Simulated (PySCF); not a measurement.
Pb (SMILES [Pb]), triplet (core potentials on Pb). Base run: PBE0/def2-SVP (PySCF).

Here is a job for PySCF.
```python
from pyscf import gto, scf, dft

mol = gto.Mole()
mol.atom = '''
    Pb    0.00000000    0.00000000    0.00000000
'''
mol.basis = 'def2-svp'
mol.ecp = {'Pb': 'def2-svp'}
mol.spin = 2
mol.verbose = 4
mol.build()

mf = dft.UKS(mol)
mf.xc = 'pbe0'
mf.kernel()
```

Variants of this job, named by their change:

```json
[
 {"change": "base", "ΔE vs base (mEh)": "0.000", "fitting functions": "-", "outcome": "converged"},
 {"change": "auxbasis = def2-tzvp-ri", "ΔE vs base (mEh)": "-", "fitting functions": "-", "outcome": "input refused"},
 {"change": "auxbasis = cc-pvtz-ri", "ΔE vs base (mEh)": "-", "fitting functions": "-", "outcome": "input refused"},
 {"change": "auxbasis = def2-universal-jkfit", "ΔE vs base (mEh)": "0.000", "fitting functions": "251", "outcome": "converged"},
 {"change": "auxbasis = default (with mf = mf.density_fit())", "ΔE vs base (mEh)": "0.000", "fitting functions": "251", "outcome": "converged"},
 {"change": "auxbasis = cc-pvtz-jkfit", "ΔE vs base (mEh)": "-", "fitting functions": "-", "outcome": "input refused"},
 {"change": "auxbasis = even-tempered beta=3.0", "ΔE vs base (mEh)": "-20.932", "fitting functions": "125", "outcome": "converged"},
 {"change": "exchange = seminumerical (SGX) (with mf = sgx.sgx_fit(mf, auxbasis='def2-universal-jfit'); with mf.with_df.dfj = True)", "ΔE vs base (mEh)": "-0.018", "fitting functions": "58", "outcome": "converged"},
 {"change": "only_dfj = on; auxbasis = def2-universal-jfit", "ΔE vs base (mEh)": "-0.018", "fitting functions": "58", "outcome": "converged"},
 {"change": "auxbasis = even-tempered beta=2.0", "ΔE vs base (mEh)": "-0.052", "fitting functions": "194", "outcome": "converged"}
]
```

A fitting set is made for a task (jfit for Coulomb, jkfit for Coulomb and exchange, ri for correlation) and for a family of orbital bases.

Open shells are given as the SCF converged; they aren't shown to be the lowest states, and a large step between rows can be another state.

- auxbasis = def2-tzvp-ri: ended with `pyscf.lib.exceptions.BasisNotFoundError: Basis set not found for Pb in def2-tzvp-ri`
- auxbasis = cc-pvtz-ri: ended with `pyscf.lib.exceptions.BasisNotFoundError: Basis set not found for Pb in cc-pvtz-ri`
- auxbasis = cc-pvtz-jkfit: ended with `pyscf.lib.exceptions.BasisNotFoundError: Basis set not found for Pb in cc-pvtz-jkfit`
